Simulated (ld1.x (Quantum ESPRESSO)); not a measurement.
**Before and after: TM semilocal potential for sulfur**

S (Z = 16), norm-conserving Troullier–Martins (semilocal form), made with ld1.x (Quantum ESPRESSO) 7.5 (LDA (PZ), non-relativistic). Core [Ne], reference 3s2 3p4. Waves: 3p (bound): rc 1.15 bohr; 3s (bound): rc 1.10 bohr. Local part: the s channel. Core correction: a·sin(br)/r model core inside 0.85 bohr.

Change: wave 3s (bound): rc 1.10 bohr becomes 3s (bound): rc 0.82 bohr.

Cutoffs: the cutoffs (Ry, on a coarse ladder) from which the occupation-weighted sum of valence levels, in a spherical-Bessel basis at the reference potential, stays within 10 and 1 mRy of its value at 400 Ry; they do not see the model core or the augmentation charge, which bear on the density cutoff. Errors are all-electron minus pseudo energies relative to the spin-unpolarised reference configuration.

Question: Predict the effect on cutoff, ghosts and configuration errors.

Answer: A bound ghost appears in s, which as a rule spoils a file; of the 9 tests that both files solve, the error grows in 8 and shrinks in 0 by more than 15 % and 0.3 meV (median size 5.2 → 12.5 meV); the range in which the s phases agree narrows (upper end 0.9 → -0.8). That the errors move this way runs against the usual rule that smaller radii transfer better. A semilocal file is local in each channel, so a ghost entry of none says nothing of the separable form that plane-wave codes build from it.

| quantity | base | changed |
| --- | --- | --- |
| cutoff, loose | 90 Ry | over 300 Ry |
| cutoff, tight | 180 Ry | over 300 Ry |
| loose cutoff by channel (10 mRy a level) | p 70 Ry, s 50 Ry | p 70 Ry, s over 300 Ry |
| bound ghosts | none | s (extra level of the local part) |
| error for 3s2 3p3, meV [ΔE 11.88 eV] | +5.2 | +11 |
| error for 3s2 3p2, meV [ΔE 34.26 eV] | +31 | +77 |
| error for 3s2 3p1, meV [ΔE 68.43 eV] | +92 | +275 |
| error for 3s2 3p4.3, meV [ΔE -1.74 eV] | +0.2 | +0.4 |
| error for 3s2 3p3.5, meV [ΔE 4.72 eV] | +1.0 | +2.0 |
| error for 3s1 3p5, meV [ΔE 10.11 eV] | +1.5 | -2.5 |
| error for 3s0 3p6, meV [ΔE 20.34 eV] | +6.2 | -24 |
| error for 3s2 3p4 (spin-polarised), meV [ΔE -0.71 eV] | +3.6 | +13 |
| error for 3s2 3p3 (spin-polarised), meV [ΔE 9.91 eV] | +13 | +71 |
| s: phases at 1.25 bohr within 0.05 rad from the reference energy up to (Ry; the scan ends near 5) | 0.9 | -0.8 |
| p: phases at 1.25 bohr within 0.05 rad from the reference energy up to (Ry; the scan ends near 5) | 1.3 | 1.3 |

 A true bound ghost makes a file unfit for plane-wave use even where its test errors are small: the radial tests pick states by their node count and pass the ghost by.
